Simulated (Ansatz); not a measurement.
System: H$_{4}$SiNO, charge 0, doublet. H4SiNO (SMILES N[SiH]O, doublet).
B3LYP-D3(BJ)/def2-TZVP minimum from Ansatz (an electronic-structure program):
```
Si
O 1 1.6625
H 2 0.9609 1 116.12
N 1 1.7159 2 105.83 3 153.28
H 4 1.0079 1 120.78 2 153.83
H 4 1.0080 5 112.05 1 -154.47
H 1 1.4990 2 112.74 3 -92.76
```
Charge 0, spin multiplicity 2.

Atomisation energy term by term, kcal/mol (programs: Ansatz). Open shells are spin-unrestricted; no spin-orbit coupling. Cores are frozen in correlated methods. Rows without X2C or -DK are non-relativistic. CBS(X,Y): correlation extrapolated as X^-3, Hartree-Fock from the larger set. A bracket is a step between two methods taken in the basis named. '+ core + X2C': CCSD(T) terms for core correlation (cc-pwCVTZ, 1s frozen past Ne) and scalar relativity (cc-pVTZ-DK). Where a partner has so few electrons that a lower coupled-cluster level is exact, that level stands in.

| term | basis | kcal/mol |
|---|---|---|
| Hartree-Fock | cc-pV(Q+d)Z | 387.89 |
| CCSD correlation | CBS(cc-pV(T+d)Z,cc-pV(Q+d)Z) | 166.29 |
| (T) | CBS(cc-pV(T+d)Z,cc-pV(Q+d)Z) | 9.86 |
| CCSDT(Q) - CCSD(T) | cc-pV(D+d)Z | 0.75 |
| core correlation | cc-pwCVTZ | 0.90 |
| scalar relativity | X2C, cc-pVTZ-DK | -1.23 |
| sum: De |  | 564.5 |
